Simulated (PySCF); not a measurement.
A calculated (LDA, PySCF 2.14, x2c-QZVPPall with one added diffuse shell each of s, p, d, f, g type, the spin-free X2C one-electron Hamiltonian (Gaussian nucleus)) atom or ion has these occupied shells.

```tsv
shell	electrons	orbital energy (eV)	rms radius, mean of both spins (bohr)
1s α	1	-5866.4	0.0736
1s β	1	-5866.3	0.0736
2s α	1	-670.87	0.319
2s β	1	-669.24	0.319
2p α	3	-565.50	0.288
2p β	3	-564.22	0.288
3s α	1	-79.934	0.967
3s β	1	-76.053	0.967
3p α	3	-51.569	1.04
3p β	3	-47.741	1.04
3d α	4	-8.531	1.48
4s α	1	-6.462	3.26
4p α	1	-2.605	4.44
```

Problem. Name the element and its charge.

Solution. Cr (chromium, neutral), in [Ar] 3d4 4s1 4p1, one real determinant (an excited configuration).
